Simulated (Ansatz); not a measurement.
`F[SiH]([SiH3])[SiH2]Cl` and `F[SiH]([SiH3])[CH2][AlH2]` differ in one atom or group.

Ansatz, PBE0-D4/def2-TZVP geometries, multiplicity 1. Each molecule was computed in one conformer, which needn't be the lowest.

| property | `F[SiH]([SiH3])[SiH2]Cl` |
| --- | --- |
| HOMO–LUMO gap (PBE0/def2-TZVPP) / eV | 6.55 |
| HOMO–LUMO gap (B3LYP/def2-TZVPP) / eV | 6.21 |
| size of the dipole moment (B3LYP/def2-TZVPP) / D | 0.15 |
| LUMO energy (B3LYP/def2-TZVPP) / eV | -1.53 |
| HOMO energy (PBE/def2-TZVPP) / eV | -6.80 |
| size of the dipole moment (PBE/def2-TZVPP) / D | 0.15 |

Problem. Give the same properties after the change, and the shifts. (Estimate.)

Solution. Computed: 
```tsv
property	`F[SiH]([SiH3])[CH2][AlH2]`	shift
HOMO–LUMO gap (PBE0/def2-TZVPP) / eV	7.13	0.58
HOMO–LUMO gap (B3LYP/def2-TZVPP) / eV	6.76	0.55
size of the dipole moment (B3LYP/def2-TZVPP) / D	0.35	0.20
LUMO energy (B3LYP/def2-TZVPP) / eV	-1.10	0.43
HOMO energy (PBE/def2-TZVPP) / eV	-6.86	-0.06
size of the dipole moment (PBE/def2-TZVPP) / D	0.32	0.17
```

With PBE0 the HOMO falls by 0.13 eV and the LUMO rises by 0.45 eV, so the gap widens by about 0.58 eV. PBE moves the HOMO by -0.06 eV and ωB97M-V by -0.30 eV. Dipoles are sizes alone; their direction can turn.

B3LYP here is the variant with VWN-RPA as its local correlation; programs differ in this.
